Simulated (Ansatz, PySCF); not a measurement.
This PySCF input computes a SVWN5/def2-TZVPD energy:

```python
from pyscf import gto, scf, dft

mol = gto.M(
    atom='''
    Sn   -0.23674923   -0.10617803   -0.19253129
    O     1.32786693    0.48413179    1.06256318
    H     1.21452635    1.43584692    1.12605885
    ''',
    basis='def2-tzvpd',
    ecp='def2-tzvp',
    charge=-1,
    spin=0,
    verbose=4,
)

mf = dft.RKS(mol, xc='svwn').density_fit(auxbasis='def2-universal-jkfit')
mf.grids.level = 3
mf.conv_tol = 1e-9
mf.max_cycle = 100
mf.max_memory = 1500
mf.kernel()
if not mf.converged:
    mf = mf.newton()
    mf.kernel(mf.make_rdm1())
mf.analyze()
```

**Question.** Write an input for the same energy in Ansatz (a first-principles code) and say what it gives.

**Answer.** 
Ansatz 0.2 input:
```yaml
crystal:
  periodic: [false, false, false]
  atoms:
    - {symbol: Sn, position_ang: [-0.23674923, -0.10617803, -0.19253129]}
    - {symbol: O, position_ang: [1.32786693, 0.48413179, 1.06256318]}
    - {symbol: H, position_ang: [1.21452635, 1.43584692, 1.12605885]}
basis:
  gaussian:
    orbitals: def2-TZVPD
hamiltonian:
  xc: {name: SVWN5}
total_charge: -1
output: {forces: true}
```
It gives -289.30614 Eh, and PySCF -289.30617 Eh, a difference of 0.03 mEh, from the treatment of integrals and grids.
